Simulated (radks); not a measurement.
Q: These are the eigenvalues of the occupied orbitals of an atom or ion with whole-number occupations (hartree). All-electron calculation, scalar-relativistic Kohn-Sham, LDA (Slater exchange, Perdew-Wang correlation), spin-unpolarised, spherical densities, point nucleus. Program: a radial shooting solver on a logarithmic mesh with Libxc functionals.

| orbital | eigenvalue |
|---|---|
| 1s | -46.78553 |

Which element is it, and in what charge state? The configuration may be excited.

A: Z = 10, neon, charge +9: Ne9+ in 1s1. The 1s level, -46.786 hartree, gives Z - s = 9.7 by -(Z - s)^2/2, which with screening and relativity narrows Z to a few neighbours, and the depths must fix Z and the occupations together.
